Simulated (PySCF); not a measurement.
B3LYP has the VWN-RPA correlation part, as in Gaussian. Delta-SCF ions had no search for a lower state. Excitations are Tamm–Dancoff values on a coarser integration grid. The basis has no diffuse functions, so Rydberg states are missing or too high.

## H$_{6}$Si$_{3}$, SMILES `[SiH2]=[SiH][SiH3]` (charge 0, multiplicity 1)

The numbers are results of B3LYP-D3(BJ)/def2-TZVP run with PySCF 2.14.0, not measurements.

```
Quantity                                                       Value
-------------------------------------------  -----------------------
HOMO                                                        -5.89 eV
dipole moment                                              0.015 e·Å
HOMO–LUMO gap                                                3.63 eV
LUMO                                                        -2.26 eV
S1 excitation (TDA)                                          4.16 eV
S1 oscillator strength                                         0.411
brightest of the four lowest singlets (TDA)                  4.16 eV
T1 excitation (TDA)                                          1.74 eV
S1–T1 gap (TDA)                                              2.42 eV
vertical ionisation energy (Delta-SCF)                       7.89 eV
total energy                                            -23731.85 eV
cost                                         roughly 80 core-seconds
```

Bonds (Å): Si1–Si2 2.152, Si1–H4 1.477, Si1–H5 1.478, Si2–Si3 2.324, Si2–H6 1.481, Si3–H7 1.483, Si3–H8 1.483, Si3–H9 1.481. Angles (°): Si2–Si1–H4 119.7, Si2–Si1–H5 123.2, H4–Si1–H5 112.9, Si1–Si2–Si3 117.8, Si1–Si2–H6 117.4, Si3–Si2–H6 118.4, Si2–Si3–H7 110.6, Si2–Si3–H8 112.1, Si2–Si3–H9 107.2, H7–Si3–H8 108.2, H7–Si3–H9 109.1, H8–Si3–H9 109.5.
